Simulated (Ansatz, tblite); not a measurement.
Cost and result up the ladder for Si₈H₆ (14 atoms). Charge 0, multiplicity 1. Geometry: PBE-D4/def2-SVP.

```xyz
14

Si    2.2139    3.0867    0.8227
Si   -0.1123   -2.2103   -0.7644
Si    2.1773    0.8480    0.2745
Si   -1.4972    0.8561    0.2828
Si   -1.3560   -0.1507   -1.8886
Si   -1.7130   -1.4270    0.6025
Si    0.2848    1.9242    1.3651
Si    1.0031   -0.3113   -1.4010
H    -2.7797    1.5543    0.6663
H     3.3110   -0.0182    0.7726
H    -3.0548   -2.1238    0.5172
H     1.9157   -0.5816   -2.5719
H    -0.2844   -3.5161   -1.4965
H    -0.1083    2.0696    2.8188
```

Ansatz on 4 threads of Arm Neoverse V1 on a shared host; xTB runs through tblite on one thread. Times are rough, summed over both states, and most runs start from the orbitals of an earlier one. No level here is sound enough to serve as a yardstick. The other state is a doublet.

The xTB rows come from tblite. Correlated methods freeze 40 core orbitals. The rows differ in basis, and correlated rows in double-zeta sets carry the largest basis error. The structure comes from a short search, and lower isomers may exist.

Run but left out: HF/def2-SVP (singlet: restricted singlet, unstable towards broken spin symmetry).

Correlated methods converge slowly with the basis, most of all in double-zeta sets.

Raw xTB energies of ions are shifted by several eV.

| level | functions | wall time | vertical IE (eV) | remarks |
| --- | --- | --- | --- | --- |
| GFN1-xTB | 84 | 0.042 s | 11.35 | – |
| GFN2-xTB | 78 | 0.06 s | 9.20 | – |
| PBE-D4/def2-TZVP | 332 | 29 s | 7.28 | – |
| PBE0-D4/def2-TZVP | 332 | 88 s | 7.41 | restricted SCF unstable in HF (singlet) |
| CCSD(T)/def2-SVP | 174 | 3.2 min | 7.37 | large T1 (0.023) (singlet), restricted SCF unstable (singlet), spin-contaminated (⟨S²⟩ 0.90) (+1 doublet) |
